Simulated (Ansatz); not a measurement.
`[BH2][SnH2][CH3]` + `BB(C)C[SiH3]` → `[BH2][SnH2][SiH3]` + `BB(C)CC`  (redistribution)

Gas-phase electronic energies from Ansatz, PBE0-D4/def2-TZVP geometries. CBS: MP2 limit from def2 TZ/QZ plus the TZ coupled-cluster correction, frozen cores. Functionals use def2-TZVPP. B3LYP here is the variant with VWN-RPA as its local correlation; programs differ in this. def2 core potentials past Kr. For Sn outer-core shells are correlated without core-valence functions, which leaves a few kJ/mol of doubt a bond. Each species was taken in one conformer, which may not be the lowest.

| level | ΔE (eV) |
| --- | --- |
| r2SCAN-D4 | 0.06 |
| B3LYP-D4 | 0.07 |
| B2PLYP | 0.09 |
| CCSD(T)/def2-TZVPP | 0.13 |
| HF/def2-QZVPP | 0.07 |
| HF/CBS(def2) | 0.07 |
| MP2/CBS(def2) | 0.18 |
| CCSD/CBS(def2) | 0.11 |

Problem. What does CCSD(T)/CBS give? (An estimate is asked.)

Solution. The calculation gave: +0.12 eV. The listed levels differ from it by -0.06, -0.05, -0.03, 0.01, -0.05, -0.05, 0.06, -0.01 eV.

Largest T1 diagnostic among the species: 0.014.

The D4 term adds +0.03 eV with B3LYP and +0.02 eV with PBE0; it sums over pairs of atoms, weighted by their polarisabilities, and B3LYP, whose exchange is more repulsive, gets the larger term. In def2-TZVPP, CCSD(T) changes the Hartree–Fock value by +0.07 eV (the triples alone add +0.01 eV) and MP2 by +0.12 eV.
